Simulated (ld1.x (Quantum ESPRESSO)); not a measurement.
An all-electron radial function and its pseudo partner (Cd)

Columns: radius, all-electron u(r) and pseudo u(r) of the 5s shell (level -5.66 eV) of cadmium in the configuration [Kr] 4d10 5s2 5p0; PBE, scalar-relativistic, PAW scheme, ld1.x (Quantum ESPRESSO) 7.5.

| r (bohr) | all-electron | pseudo |
| --- | --- | --- |
| 0.120 | -0.0830 | 0.0201 |
| 0.240 | 0.1762 | 0.0414 |
| 0.360 | 0.0945 | 0.0653 |
| 0.480 | -0.1190 | 0.0925 |
| 0.600 | -0.2609 | 0.1239 |
| 0.720 | -0.2882 | 0.1597 |
| 0.840 | -0.2265 | 0.2001 |
| 0.960 | -0.1146 | 0.2445 |
| 1.080 | 0.0162 | 0.2922 |
| 1.200 | 0.1458 | 0.3422 |
| 1.320 | 0.2637 | 0.3929 |
| 1.440 | 0.3649 | 0.4430 |
| 1.560 | 0.4483 | 0.4907 |
| 1.680 | 0.5146 | 0.5343 |
| 1.800 | 0.5652 | 0.5724 |
| 1.920 | 0.6020 | 0.6037 |
| 2.040 | 0.6270 | 0.6271 |
| 2.160 | 0.6420 | 0.6420 |
| 2.280 | 0.6486 | 0.6486 |
| 2.400 | 0.6483 | 0.6483 |
| 2.520 | 0.6424 | 0.6424 |
| 2.640 | 0.6320 | 0.6320 |
| 2.760 | 0.6180 | 0.6180 |
| 2.880 | 0.6011 | 0.6011 |
| 3.000 | 0.5820 | 0.5820 |
| 3.120 | 0.5614 | 0.5614 |

(1) How many radial nodes do the two functions have?

(2) At about which radius was the pseudo-wave matched?

(3) Where does each function peak?

(4) Is the pseudo-wave norm-conserving?

Answers

(1) The all-electron 5s function has n − l − 1 = 4 (the table is too coarse to show those close to the nucleus); the pseudo-wave has 0, since the states of the same l below it are removed with the core.

(2) 2.15 bohr, where the columns begin to agree (steps of 0.12 bohr).

(3) Outermost all-electron maximum near 2.28 bohr, pseudo maximum near 2.28 bohr (to the table’s step).

(4) No, it belongs to a PAW set: the norm inside the radius is not constrained, and the difference is carried by the augmentation charge.
